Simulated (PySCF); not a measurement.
# MgIn⁺: frontier orbitals

B3LYP at R = 3.322 Å; basis Mg def2-SVP, In def2-SVP with ECP28; scalar-relativistic core potentials; PySCF 2.14. State: ¹Σ⁺ (singlet), closed shell. Only the outer orbitals are listed, counted within each symmetry, core potentials removing the inner ones.

```csv
orbital,occ.,ε (eV),on Mg (%),main shells (%)
1δ,2,-26.20,0,100 In d
1δ,2,-26.20,0,100 In d
3π,2,-26.10,0,100 In d
3π,2,-26.10,0,100 In d
6σ,2,-26.07,0,100 In d
7σ,2,-14.51,7,93 In s
8σ,2,-10.10,79,"78 Mg s, 17 In p"
4π,0,-6.94,10,"90 In p, 9 Mg p"
4π,0,-6.94,10,"90 In p, 9 Mg p"
9σ,0,-6.80,46,"53 In p, 26 Mg p, 19 Mg s"
```

Task: Which are the highest filled and the lowest empty level, where do they sit, and how wide is the gap?

Result: Highest filled 8σ at -10.10 eV (in %: 78 Mg s, 17 In p); lowest empty 4π at -6.94 eV (in %: 90 In p, 9 Mg p); the gap at B3LYP is 3.16 eV.

```
bond order (Mayer)                                                                                                 : 0.61
⟨S²⟩                                                                                                               : 0.000
charge on Mg (Mulliken, basis-dependent)                                                                           : 0.28
charge on Mg (Löwdin, basis-dependent)                                                                             : 0.33
dipole moment (positive dipole points towards In; it is taken about the centre of mass and depends on that origin) : -4.28 D
polarisability along the bond                                                                                      : 163.5 bohr³
polarisability across the bond                                                                                     : 65.4 bohr³
```

Closed-shell solutions of metal pairs were not tested for spin polarisation, which can lower them a little. Spin–orbit coupling is left out.
